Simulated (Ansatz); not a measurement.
Mean bond length (Å) of eight halogen compounds: PBE-D3(BJ) beside PBE0-D3(BJ), computed with Ansatz (a program for electronic structure) for isolated molecules in the bases named; differences from unrounded values. The eight are the first of their class met in an unordered collection, after screening for sound electronic states; none was chosen by its value. Each level has its own optimised geometry.

```tsv
molecule	basis	PBE0-D3(BJ)	PBE-D3(BJ)	difference
C3H3BrF2, SMILES F[C@@H]1[C@H](F)[C@H]1Br	def2-SVP	1.374	1.387	0.013
C5H4F2, SMILES C(#CC=C)C(F)F	def2-SVP	1.253	1.263	0.010
C5H5F, SMILES C#CCC(=C)F	def2-SVP	1.229	1.238	0.009
1-(chloromethyl)-1-fluorocyclopropane (C4H6ClF), SMILES FC1(CCl)CC1	def2-SVP	1.308	1.319	0.011
C3HCl2F, SMILES FC=C=C(Cl)Cl	def2-SVP	1.415	1.428	0.013
(2S)-2-fluorobutane (C₄H₉F), SMILES CC[C@H](C)F	def2-SVP	1.219	1.228	0.009
trans-(1R,2R)-1-chloro-2-fluorocyclopropane (C3H4ClF), SMILES C1[C@H]([C@@H]1Cl)F	def2-SVP	1.329	1.340	0.011
CBrCl2F, SMILES FC(Br)(Cl)Cl	def2-SVP	1.699	1.718	0.020
```

PBE-D3(BJ) lies below PBE0-D3(BJ) in 0 and above it in 8 of the eight; the mean signed difference is 0.012 and the largest 0.020 Å.
